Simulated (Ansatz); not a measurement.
`[NH2][W](=[O])([F])=[S]` + H₂O → `[O]=[W]([OH])([F])=[S]` + NH₃ at 600 K and 1 bar (formal hydrolysis of a W–N bond).

Computed with Ansatz on PBE0-D4/def2-TZVP structures; ΔE is electronic, products minus reactants. CCSD(T)/CBS adds triple-zeta CCSD(T) − MP2 to the extrapolated MP2 energy (def2 sets, frozen cores). This one scheme is used for every species. Elements past krypton have def2 core potentials. For W outer-core shells are correlated without core-valence functions, which leaves a few kJ/mol of doubt a bond. One conformer a species, not always the lowest.

```tsv
species	CCSD(T)/CBS energy (Eh)	H − E (kJ/mol)	S (J/(mol·K))
`[NH2][W](=[O])([F])=[S]`	-695.78708	141.0	426.8
H₂O	-76.37941	76.8	212.8
`[O]=[W]([OH])([F])=[S]`	-715.66256	105.4	418.7
NH₃	-56.50880	112.4	219.5
```

H − E and S are ideal-gas, rigid-rotor, harmonic terms from PBE0-D4/def2-TZVP, for one conformer and one mirror image of each species. 1 Eh = 2625.50 kJ/mol, R = 8.31446 J/(mol·K).

By hand: ΔE, ΔH, ΔS and ΔG.

ΔE = (-715.66256) + (-56.50880) − (-695.78708) − (-76.37941) = -0.00487 Eh = -12.8 kJ/mol. Δ(H − E) = 105.4 + 112.4 − 141.0 − 76.8 = 0.0, so ΔH = -12.8 kJ/mol. ΔS = 418.7 + 219.5 − 426.8 − 212.8 = -1.4 J/(mol·K). ΔG = -12.8 − 600 × (-1.4)/1000 = -12.0 kJ/mol.

By hand: the equilibrium constant, and the temperature at which ΔG would vanish if ΔH and ΔS stayed fixed.

log₁₀ K = −ΔG/(RT ln 10) = 1.0. ΔG = 0 at ΔH/ΔS = 9143 K, far beyond where these terms or the molecules hold.

The number of gas molecules stays the same, so ΔS is small and ΔH decides. A doubt of 5 kJ/mol in ΔE shifts log₁₀ K by 0.4 here. Other conformers and mirror images would add mixing entropy, several J/(mol·K) or more a flexible species. These are equilibria of isolated gas molecules and say nothing of rates. Largest T1 diagnostic: 0.023 (customary marks: 0.02 for closed shells, 0.045 for open ones).
